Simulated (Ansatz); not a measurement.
Two isomers of CH5BOSi: A = `O=CB[SiH3]`, B = `[SiH3]B1CO1`.

Gas-phase electronic energies from Ansatz, PBE0-D4/def2-TZVP geometries. CCSD(T)/CBS adds triple-zeta CCSD(T) − MP2 to the extrapolated MP2 energy (def2 sets, frozen cores). Functionals use def2-TZVPP. B3LYP here is the variant with VWN-RPA as its local correlation; programs differ in this. Each species was taken in one conformer, which may not be the lowest.

A:

Z-matrix (Å, degrees):
```
Si
B 1 2.010
H 1 1.487 2 112.8
H 1 1.487 2 111.7 3 123.1
H 1 1.493 2 107.1 3 -118.9
C 2 1.533 1 121.3 3 2.9
H 2 1.195 1 121.8 3 -169.5
O 6 1.223 2 97.6 1 -85.3
H 6 1.103 2 140.3 1 95.3
```

B:

Z-matrix (Å, degrees):
```
Si
B 1 1.997
H 1 1.488 2 108.8
H 1 1.487 2 108.8 3 117.9
H 1 1.486 2 112.3 3 -121.0
C 2 1.520 1 158.1 3 -59.0
O 2 1.332 1 139.4 3 121.0
H 6 1.086 2 122.1 1 84.5
H 6 1.086 2 122.1 1 -84.6
```

Question: Which isomer does CCSD(T)/CBS put lower? Give the gap. (Best estimate.)

Answer: Ansatz gave: B, by 106.5 kJ/mol.

Question: Give E(B) − E(A) in kJ/mol with PBE-D4, B2PLYP, B3LYP-D4, ωB97M-V, PBE0-D4, HF/def2-TZVPP, B3LYP. (Estimate.)

Answer: Ansatz gave: PBE-D4 -98.8, B2PLYP -101.2, B3LYP-D4 -96.6, ωB97M-V -109.4, PBE0-D4 -109.5, HF/def2-TZVPP -92.7, B3LYP -98.3. None reverses the order clearly.

Question: Does the order hold for the free energy at 298.15 K (harmonic terms from PBE0-D4)? (An estimate is asked.)

Answer: The calculation gave: Yes: G(B) − G(A) = -93.6 kJ/mol, for one conformer each.

Largest T1 diagnostic: 0.021.

From PBE to PBE0 (25 % exact exchange), in def2-TZVPP and without D4, E(B) − E(A) moves by −10.5 kJ/mol. In def2-TZVPP, CCSD(T) changes the Hartree–Fock value by −11.6 kJ/mol (the triples alone add +2.0 kJ/mol) and MP2 by −21.1 kJ/mol.
